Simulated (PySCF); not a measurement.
Two species compared at the same levels of theory.

First species: C₂H₁₀O₂SSi₃.
SMILES: `CS[C@@H]1[SiH2]O[Si@@H]1O[SiH3]`

Second species: C5H13NOSi.
InChI=1S/C5H13NOSi/c1-8-6-2-5-3-7-4-5/h5-6H,2-4,8H2,1H3

Levels: PBE0/pcSseg-1 for dipole moment, HOMO energy, LUMO energy and HOMO–LUMO gap; GFN2-xTB for rotational constant A and rotational constant C. Geometries: GFN2-xTB. Each structure is a single optimised conformer of the isolated species, non-relativistic unless stated; the electronic structure was computed with PySCF and density fitting.

The conformers computed, where there is a choice (atom-mapped SMILES and torsion angles):
- `[CH3:1][S:2][C@@H:3]1[SiH2:4][O:5][Si@@H:6]1[O:7][SiH3:8]`: C1–S2–C3–Si4 164°, O5–Si6–O7–Si8 -43°
- `[CH3:1][SiH2:2][NH:3][CH2:4][CH:5]1[CH2:6][O:7][CH2:8]1`: C1–Si2–N3–C4 -175°, Si2–N3–C4–C5 -88°, N3–C4–C5–C6 176°

Values for the first species:

| Property | Result |
| --- | --- |
| Dipole moment | 1.24 D |
| HOMO energy | -6.30 eV |
| LUMO energy | -0.25 eV |
| HOMO–LUMO gap | 6.05 eV |
| Rotational constant A | 1.074 GHz |
| Rotational constant C | 0.667 GHz |

**Question.** Estimate the same properties for the second species, and the change in each.

**Answer.** 
```
             property      first     second  second less first
        dipole moment     1.24 D     2.54 D            +1.30 D
          HOMO energy   -6.30 eV   -6.73 eV           -0.43 eV
          LUMO energy   -0.25 eV    0.90 eV           +1.15 eV
        HOMO–LUMO gap    6.05 eV    7.63 eV           +1.58 eV
rotational constant A  1.074 GHz  4.621 GHz         +3.547 GHz
rotational constant C  0.667 GHz  0.677 GHz         +0.010 GHz
```

On the first: The dipole equals about 4.1 × 10⁻³⁰ C·m (1 D = 3.33564 × 10⁻³⁰ C·m). GFN2-xTB frequencies show an imaginary mode (31i cm⁻¹), so this geometry is no minimum at that level.

On the second: A dipole of 2.54 D is allowed in C1, and pure rotational transitions are dipole-allowed. The dipole matches unit charges of opposite sign 0.53 Å apart (1 e·Å = 4.8032 D).
